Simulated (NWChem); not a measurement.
Molecule: C2H5ClOSi; SMILES O1[Si@H](Cl)CC1

```xyz
10

Cl     0.0002    -1.9363    -0.2854
Si     0.0284    -0.0677     0.6258
C     -1.1938     1.2042    -0.0442
C      0.0999     1.8923    -0.5633
O      1.1494     1.0133    -0.0503
H      0.2080    -0.3240     2.0900
H     -1.7546     1.7888     0.7106
H     -1.8894     0.8556    -0.8305
H      0.1561     1.9404    -1.6723
H      0.2462     2.9174    -0.1606
```
Atoms are numbered in this order, from 1.

Results from NWChem. Medium grid unless said otherwise, to which SCAN and Minnesota functionals are sensitive. Geometry: optimised at PBE-D3(BJ)/def2-SVP. Hybrids' shares of exact exchange are those that their runs print; pure functionals count as 0. The functionals differ in more than this share.

| row | share of exact exchange | orbital gap (eV) |
|---|---|---|
| PBE/def2-SVP | 0.00 | 6.05 |
| LDA (Slater exchange, PW92)/def2-SVP | 0.00 | 5.91 |
| B3LYP/def2-SVP | 0.20 | withheld |
| PW6B95/def2-SVP | 0.28 | 8.68 |
| MN15/def2-SVP | 0.44 | 9.79 |
| M06-2X/def2-SVP | 0.54 | 10.79 |

Q: Fit a straight line of the last column on the one before it, predict the withheld value, and compare with the run.

A: 
1. Means of the 5 shown rows: x = 0.252, y = 8.244. Slope Σ(x − x̄)(y − ȳ)/Σ(x − x̄)² = 2.177/0.2461 = 8.847; intercept 6.015.
2. The shown rows scatter about the line by 0.111 (root mean square); the largest residual is +0.19, at PW6B95/def2-SVP.
3. At x = 0.20 (B3LYP/def2-SVP; inside the shown range) the line gives 7.78.
4. The run gives 8.09, +0.31 from the line, 2.8 times the scatter.
